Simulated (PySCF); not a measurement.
An unknown shows these calculated signals:

¹H NMR (500 MHz, computed): δ 8.03 (d, 1H), 7.61 (br s, 1H), 7.52 (m, 1H), 7.51 (m, 1H), 7.45 (m, 1H), 7.15 (m, 1H), 6.82 (m, 1H).

¹³C{¹H} NMR (computed): δ 139.1 (C), 132.6 (C), 127.0 (CH), 126.8 (CH), 126.1 (CH), 125.0 (CH), 114.2 (CH), 108.1 (CH).

Single conformer, non-relativistic, gas phase. Shieldings: GIAO PBE0/pcSseg-1; GFN2-xTB structure; PySCF 2.14.

References, each an isolated molecule treated in the same way: TMS for ¹H, ¹³C.

Problem. Which of these does the molecule contain: a heteroaromatic ring, an OH group, a (CH3)2CH unit, a non-aromatic C=C double bond, an NH or NH2 group, a benzene ring?

Solution. 
- A heteroaromatic ring: yes.
- An OH group: no.
- A (CH3)2CH unit: no.
- A non-aromatic C=C double bond: no.
- An NH or NH2 group: yes (δH 7.61 (br s)).
- A benzene ring: yes.

The data belong to `InChI=1S/C8H7N/c1-2-4-8-7(3-1)5-6-9-8/h1-6,9H`; they needn't prove each group on their own.

Carbon signals by region: 8 in the sp2 and nitrile region (100–160 ppm).

OH and NH positions are those of a molecule without intermolecular hydrogen bonds; in solution they move with solvent, concentration and temperature, and exchange usually removes their couplings. Shifts are as computed. Against solution values, carbons near 30 ppm lie about +3 ppm off and those near 130 ppm about +5 ppm. Of 1211 compounds with measured shifts, 218 miss one by over three times the rms of a fit or turn the order of signals round; such compounds aren't used in these exercises. Multiplicities follow the n + 1 count of equivalent neighbours, as no J values were calculated; m marks all less simple cases, F and P coupling included.
